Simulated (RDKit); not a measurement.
Input file for RDKit: UFF on CH5BS (SMILES BSC), a point of a torsion scan.

```python
from rdkit import Chem
from rdkit.Chem import AllChem, rdDetermineBonds

blocks = [
'''8

B     1.56827350    0.02092787    0.20548917
S     0.11789395    0.64532206    0.94146025
C    -1.25320870   -0.00242840   -0.08596414
H     1.50760951   -0.65680110   -0.74350067
H     2.57997181    0.31399566    0.70653114
H    -0.85903828   -0.60836324   -0.89320901
H    -1.90098151   -0.59464637    0.55266772
H    -1.80588785    0.84405868   -0.48119646
''',
]
mol = None
for b in blocks:
    f = Chem.MolFromXYZBlock(b)
    rdDetermineBonds.DetermineBonds(f, charge=0)
    mol = f if mol is None else Chem.CombineMols(mol, f)
Chem.SanitizeMol(mol)
print(Chem.MolToSmiles(Chem.RemoveHs(mol)))
ff = AllChem.UFFGetMoleculeForceField(mol, vdwThresh=100.0, ignoreInterfragInteractions=False)
e = ff.CalcEnergy()
print(f'UFF energy {e:.6f} kcal/mol')
```

The log:

```
BSC
UFF energy 19.535548 kcal/mol
```

The run finished.

Cost: about 0.010 core-seconds (a rough figure).
